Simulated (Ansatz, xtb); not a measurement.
# C4H7NOSi: 8 structures ranked

8 gas-phase structures of C4H7NOSi, from a drawn sample of its isomers (lower ones may exist). Each was relaxed with GFN2-xTB:

A. `N#C[C@@H]1CO[C@@H]1[SiH3]`, a singlet
B. `N#C[C@@H]1OC[C@H]1[SiH3]`, a singlet
C. `N#C[C@@H]1C[C@@H]([SiH3])O1`, a singlet
D. `N#CC1([SiH3])COC1`, a singlet
E. `N#C[C@@]1([SiH3])CCO1`, a singlet
F. `N#C[C@@H]1CO[C@H]1[SiH3]`, a singlet
G. `N#C[C@@H]1OC[C@@H]1[SiH3]`, a singlet
H. `N#C[C@@H]1C[C@H]([SiH3])O1`, a singlet

Task: Estimate their order in r2SCAN-D4/def2-SVP energy at these geometries, lowest first.

Result: Calculated order at r2SCAN-D4/def2-SVP: D (0.0), E (1.8), B (1.8), G (1.9), A (2.8), F (2.9), C (3.3), H (3.5) kcal/mol. Less than 1 kcal/mol parts E and B; B and G; G and A; A and F; F and C; C and H, so the order within those pairs means little.

Energies above the lowest of each column, in kcal/mol; the last columns are at B3LYP/def2-SVP geometries and were run for some of them only (a dash: not run or not comparable):

| structure | GFN2-xTB | HF/STO-3G | r2SCAN-D4/def2-SVP | B3LYP/def2-SVP | CCSD(T)/def2-SVP + ΔMP2/def2-TZVPP |
| --- | --- | --- | --- | --- | --- |
| D | 0.0 | 0.0 | 0.0 | 0.0 | 0.0 |
| E | 0.4 | 0.5 | 1.8 | 1.2 | 2.5 |
| B | 3.7 | 0.2 | 1.8 | 0.8 | 2.0 |
| G | 4.2 | 0.6 | 1.9 | 1.3 | 2.3 |
| A | 2.0 | 2.1 | 2.8 | 1.9 | 3.3 |
| F | 1.6 | 1.4 | 2.9 | 1.2 | 2.9 |
| C | 3.9 | 0.8 | 3.3 | – | – |
| H | 3.4 | 1.4 | 3.5 | – | – |

Every level run on D puts it lowest or level with the lowest. CCSD(T)/def2-SVP + ΔMP2/def2-TZVPP orders those it was run on as D (0.0), B (2.0), G (2.3), E (2.5), F (2.9), A (3.3) kcal/mol. Less than 1 kcal/mol parts B and G; G and E; E and F; F and A, so the order within those pairs means little. Frequencies (GFN2-xTB) were run for A, B, D, E, F, G alone. ΔMP2 is the change of the MP2 energy from the smaller to the larger basis.

Over these structures GFN2-xTB departs from r2SCAN-D4/def2-SVP by 1.1 kcal/mol on average once a common shift is removed. A GFN2-xTB relaxation took about 0.095 s and the r2SCAN-D4/def2-SVP energy about 3.3 s on a shared host (Ansatz 0.2.0, xtb 6.7.1).
